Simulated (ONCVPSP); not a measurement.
## Tc (Z = 43): one change to an ONCV potential, before and after

ONCVPSP 4.0.1 input, shortened (lines: element, Z, core and valence counts, functional; n l f; lmax; l rc ep ncon nbas qcut; lloc lpopt rc5 dvloc0; l nproj debl; icmod fcfact rcfact), LDA (Perdew-Wang 92), scalar-relativistic:

```
  Tc 43.00    6    5  -001012      upf
    1    0    2.00
    2    0    2.00
    2    1    6.00
    3    0    2.00
    3    1    6.00
    3    2   10.00
    4    0    2.00
    4    1    6.00
    4    2    5.00
    5    0    1.00
    5    1    1.00
    2
    0    1.65    0.00    5    8    6.50
    1    2.00    0.00    4    7    5.60
    2    2.10    0.00    3    7    7.30
    4    5    1.50    6.00
    0    2    3.60
    1    2    1.10
    2    2    2.10
    0    0.00    0.00
```

All-electron outer shells of the reference configuration (LDA (PZ), scalar-relativistic, ld1.x):

```json
{"shell": "3p", "level (eV)": "-417.04", "outermost node (bohr)": "0.16", "outermost maximum (bohr)": "0.36"}
{"shell": "3d", "level (eV)": "-251.63", "outermost node (bohr)": "–", "outermost maximum (bohr)": "0.31"}
{"shell": "4s", "level (eV)": "-74.84", "outermost node (bohr)": "0.50", "outermost maximum (bohr)": "0.95"}
{"shell": "4p", "level (eV)": "-46.85", "outermost node (bohr)": "0.51", "outermost maximum (bohr)": "1.03"}
{"shell": "4d", "level (eV)": "-8.17", "outermost node (bohr)": "0.50", "outermost maximum (bohr)": "1.27"}
{"shell": "5s", "level (eV)": "-6.19", "outermost node (bohr)": "1.28", "outermost maximum (bohr)": "2.69"}
{"shell": "5p", "level (eV)": "-2.25", "outermost node (bohr)": "1.45", "outermost maximum (bohr)": "3.54"}
```

Change: s: qcut 7.9.

Cutoffs: the cutoffs (Ha) at which the residual kinetic energy of the hardest occupied pseudo-wave falls to 1 and 0.1 mHa per electron; they do not see the model core or the augmentation charge, which bear on the density cutoff. Errors are all-electron minus pseudo energies relative to the spin-unpolarised reference configuration.

Problem. What does the change do?

Solution. The potential gets neither clearly harder nor softer (20 Ha and 54 Ha → 25 Ha and 29 Ha); a bound ghost appears in s, which as a rule spoils a file; of the 4 tests that both files solve, the error grows in 0 and shrinks in 1 by more than 15 % and 0.3 meV (median size 2.1 → 1.9 meV).

| quantity | base | changed |
| --- | --- | --- |
| cutoff, loose | 20 Ha | 25 Ha |
| cutoff, tight | 54 Ha | 29 Ha |
| loose cutoff by channel | s 20 Ha, p 13 Ha, d 18 Ha | s 25 Ha, p 13 Ha, d 18 Ha |
| bound ghosts | none | s |
| GHOST(+) flags under 300 eV | none | none |
| error for 4s2 4p6 4d5 5s2 5p0, meV [ΔE -3.84 eV] | +0.3 | +0.4 |
| error for 4s2 4p6 4d5 5s1 5p0, meV [ΔE 4.59 eV] | -0.9 | -0.9 |
| error for 4s2 4p6 4d5 5s0 5p0, meV [ΔE 19.78 eV] | -3.3 | -2.9 |
| error for 4s1 4p6 4d5 5s2 5p0, meV [ΔE 76.14 eV] | -118 | -79 |
| s: phases at 1.68 bohr within 0.05 rad from the reference energy up to (Ha; the scan ends near 5) | to the end of the scan | to the end of the scan |
| p: phases at 2.03 bohr within 0.05 rad from the reference energy up to (Ha; the scan ends near 5) | to the end of the scan | to the end of the scan |
| d: phases at 2.13 bohr within 0.05 rad from the reference energy up to (Ha; the scan ends near 5) | to the end of the scan | to the end of the scan |

 A true bound ghost makes a file unfit for plane-wave use even where its test errors are small: the radial tests pick states by their node count and pass the ghost by.
